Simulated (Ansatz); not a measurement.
C₃H₅BS, SMILES `BC1=C(S)C1` at its PBE0-D4/def2-TZVP geometry, where that method's forces vanish. Total charge 0; spin multiplicity 1.

```tsv
atom	x (Å)	y (Å)	z (Å)
B1	-0.9371	-0.9971	1.1936
C2	-0.0626	-0.3594	0.1538
C3	0.2943	0.7406	-0.4822
S4	0.1952	2.3910	-0.7989
C5	1.0191	-0.4739	-0.9053
H6	-1.7103	-0.3114	1.7993
H7	-0.8734	-2.1683	1.4235
H8	-0.7688	2.6802	0.0970
H9	2.0603	-0.5911	-0.6055
H10	0.7833	-0.9107	-1.8754
```

(1) For each bond, give half the difference of the two atoms' forces along it (eV/Å; positive pushes the atoms apart) under PBE-D4, r2SCAN-D4, B3LYP-D4, ωB97M-V in def2-TZVPP. (Estimate.)

Results:

(1) Computed: 
| bond | length (Å) | PBE-D4 | r2SCAN-D4 | B3LYP-D4 | ωB97M-V |
| --- | --- | --- | --- | --- | --- |
| B1–C2 | 1.501 | -0.49 | -0.24 | -0.05 | 0.24 |
| B1–H6 | 1.198 | 0.09 | 0.00 | -0.08 | -0.14 |
| B1–H7 | 1.195 | 0.07 | -0.02 | -0.08 | -0.13 |
| C2–C3 | 1.320 | 0.79 | 0.35 | -0.02 | -0.38 |
| C2–C5 | 1.518 | 0.46 | 0.32 | 0.26 | 0.12 |
| C3–S4 | 1.683 | -0.22 | -0.10 | 0.17 | 0.33 |
| C3–C5 | 1.476 | 0.29 | 0.15 | 0.12 | 0.14 |
| S4–H8 | 1.347 | 0.28 | 0.04 | -0.03 | -0.14 |
| C5–H9 | 1.090 | 0.04 | -0.07 | -0.12 | -0.16 |
| C5–H10 | 1.090 | 0.04 | -0.06 | -0.12 | -0.16 |

B3LYP here is the variant with VWN-RPA as its local correlation; programs differ in this.
